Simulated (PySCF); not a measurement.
Delta-SCF ions had no search for a lower state. Excitations are Tamm–Dancoff values on a coarser integration grid. The basis has no diffuse functions, so Rydberg states are missing or too high.

HF2In, SMILES `[F][InH][F]` (charge 0, multiplicity 1)

Method: PySCF 2.14.0 with CAM-B3LYP-D3(BJ)/def2-TZVP.

| Quantity | Value |
|---|---|
| HOMO | -11.45 eV |
| dipole moment | 3.61 D |
| LUMO | -0.99 eV |
| HOMO–LUMO gap | 10.46 eV |
| S1 excitation (TDA) | 6.91 eV |
| S1 oscillator strength | 0.036 |
| brightest of the four lowest singlets (TDA) | 7.14 eV |
| T1 excitation (TDA) | 5.82 eV |
| S1–T1 gap (TDA) | 1.09 eV |
| vertical ionisation energy (Delta-SCF) | 12.71 eV |
| total energy | -390.5007 Ha |
| cost | roughly 30 core-seconds |

Bond lengths (Å): F1–In2 1.934, In2–F3 1.934, In2–H4 1.675. Bond angles (°): F1–In2–F3 106.7, F1–In2–H4 126.7, F3–In2–H4 126.7.
